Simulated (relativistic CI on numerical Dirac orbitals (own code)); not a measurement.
Mn⁶⁺: 3p photoemission

Computed with this model: Dirac-Coulomb-Breit CI, separate exchange-only KLI orbitals for each configuration, a model potential for QED, valence Slater integrals scaled by 0.8, multiplet model of photoemission in the sudden approximation; configurations [Ar] 3d → [Ne] 3s2 3p5 3d; 80 K; Lorentzian 0.8 eV and Gaussian 0.6 eV FWHM. Energies are those of the free ion, without screening or charge transfer. The energies are binding energies and can lie tens of eV above those of solids. S is read from ⟨S²⟩ = S(S + 1).

Field parameters in Wybourne normalisation: Oh B⁴₀ = 21Dq, B⁴₄ = √(5/14) B⁴₀. The field is a parameter set, without covalency.

Computed curve for free ion, scaled to 100 at the maximum (points under 2 are left out and the grid is thinned):

| Energy (eV) | Intensity |
| --- | --- |
| 162.0 | 2.1 |
| 162.2 | 2.3 |
| 162.5 | 2.7 |
| 162.7 | 3.0 |
| 163.0 | 3.8 |
| 163.2 | 4.4 |
| 163.5 | 5.8 |
| 163.7 | 7.3 |
| 164.0 | 11.1 |
| 164.2 | 15.5 |
| 164.5 | 26.1 |
| 164.7 | 34.8 |
| 165.0 | 43.2 |
| 165.2 | 42.5 |
| 165.5 | 35.6 |
| 165.7 | 31.2 |
| 166.0 | 29.0 |
| 166.2 | 32.5 |
| 166.5 | 48.3 |
| 166.7 | 66.0 |
| 167.0 | 92.2 |
| 167.2 | 100.0 |
| 167.5 | 90.7 |
| 167.7 | 73.8 |
| 168.0 | 46.6 |
| 168.2 | 33.8 |
| 168.5 | 23.9 |
| 168.7 | 21.8 |
| 169.0 | 23.7 |
| 169.2 | 29.0 |
| 169.5 | 45.7 |
| 169.7 | 62.7 |
| 170.0 | 85.7 |
| 170.2 | 89.9 |
| 170.5 | 77.9 |
| 170.7 | 64.1 |
| 171.0 | 42.8 |
| 171.2 | 30.7 |
| 171.5 | 18.2 |
| 171.7 | 13.3 |
| 172.0 | 8.9 |
| 172.2 | 7.2 |
| 172.5 | 5.4 |
| 172.7 | 4.6 |
| 173.0 | 3.7 |
| 173.2 | 3.3 |
| 173.5 | 2.8 |
| 173.7 | 2.5 |
| 174.0 | 2.2 |
| 183.0 | 2.0 |
| 183.3 | 3.2 |
| 183.5 | 4.6 |
| 183.8 | 8.4 |
| 184.0 | 11.8 |
| 184.3 | 14.9 |
| 184.5 | 13.6 |
| 184.8 | 8.7 |
| 185.0 | 5.8 |
| 185.3 | 3.2 |
| 185.5 | 2.3 |

The ground state has S = 0.50, and the centroid lies at 168.98 eV.
